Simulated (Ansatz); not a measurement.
System: CsO, net charge 0, doublet state. SMILES: [O][Cs]
Geometry: optimised at B3LYP-D3(BJ)/def2-TZVP (Ansatz, an electronic-structure program).

Property: atomisation energy (electronic, to ground-state atoms), in kcal/mol. Correlated levels leave the core frozen unless marked. Open shells are spin-unrestricted. Spin-orbit coupling is left out. Frozen are the shells of the preceding noble gas and the d and f shells that filled before the atom's block. The outer core of K, Ca and their heavier congeners is not correlated, a term that matters for these elements. In def2 rows, elements after Kr have scalar-relativistic effective core potentials. Basis-set limits of correlation are two-point, X^-3; Hartree-Fock from the larger set. [CCSD(T)-MP2]/basis is that difference in the basis named.

```csv
level,program,atomisation energy (kcal/mol)
HF/def2-SVPD,Ansatz,25.0
HF/def2-QZVPPD,Ansatz,27.4
PBE/def2-TZVPD,Ansatz,76.2
PBE-D3(BJ)/def2-TZVPD,Ansatz + dftd3,76.5
PBE-D4/def2-TZVPD,Ansatz + dftd4,76.7
BLYP-D3(BJ)/def2-TZVPD,Ansatz + dftd3,75.1
BHLYP-D3(BJ)/def2-TZVPD,Ansatz + dftd3,62.6
"MP2/CBS(def2-TZVPP,def2-QZVPP)",Ansatz,72.8
RI-MP2/def2-QZVPP,Ansatz,70.3
SCS-MP2/def2-SVP,Ansatz,49.8
"CCSD/CBS(def2-TZVPPD,def2-QZVPPD)",Ansatz,66.7
CCSD(T)/def2-SVP,Ansatz,48.9
CCSD(T)/def2-QZVPP,Ansatz,67.7
"RI-MP2/CBS(def2-TZVPPD,def2-QZVPPD)+[CCSD(T)-MP2]/def2-QZVPPD",Ansatz,69.7
```
